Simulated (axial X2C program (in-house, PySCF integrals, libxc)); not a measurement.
## Working with the constants of AsP

A bond curve at the PBE0 level, two-component, was computed with an axial X2C code built on PySCF integrals (basis As dyall-cv3z [9s9p6d4f1g], P dyall-v3z [8s7p2d1f] (cores contracted in-house)) for the state Ω = 0 (closed shell). Its fit gives Re = 1.9869 Å, ωe = 645.2 cm⁻¹, ωexe = 1.5 cm⁻¹ and αe = 6.661e-04 cm⁻¹; the masses are 74.9216 and 30.9738 u. Two-component means X2C with spin–orbit coupling and atomic mean-field Coulomb and Gaunt terms.

Find the reduced mass, Be and the force constant.

From the PBE0 values: μ = 21.9141 u. Be = 16.8576/(μ Re²) = 0.1949 cm⁻¹. k = 5.8918×10⁻⁷ μ ωe² = 5.37 mdyn/Å.

A Morse curve ties αe to the other constants (Pekeris). How well does that hold?

αe(Morse) = 6Be²/ωe × (√(ωexe/Be) − 1) = 6.266e-04 cm⁻¹; the PBE0 curve gives 6.661e-04 cm⁻¹, a ratio of 0.94.

The dipole moment p changes by 0.55 D/Å at Re. What harmonic infrared intensity follows?

I = 42.256 × (dp/dR)²/μ = 0.58 km/mol.

Where do the fundamental and the first overtone lie?

ν(1←0) = ωe − 2ωexe = 642.2 cm⁻¹; ν(2←0) = 2ωe − 6ωexe = 1281.4 cm⁻¹.

Estimate De from a Morse curve and compare with the computed well depth of 4.130 eV to As + P.

De(Morse) = ωe²/(4ωexe) = 8.602 eV against 4.130 eV computed, a ratio of 2.08. The extrapolation overshoots: the well softens faster than a Morse curve, or the lowest atomic limit lies below the one to which the curve heads.

The state is one determinant whose occupation by symmetry is held fixed; it was picked as the lowest of a PBE0 search that is not exhaustive. De is counted from the lowest determinant-based energies of the atoms at the same level, without counterpoise correction.
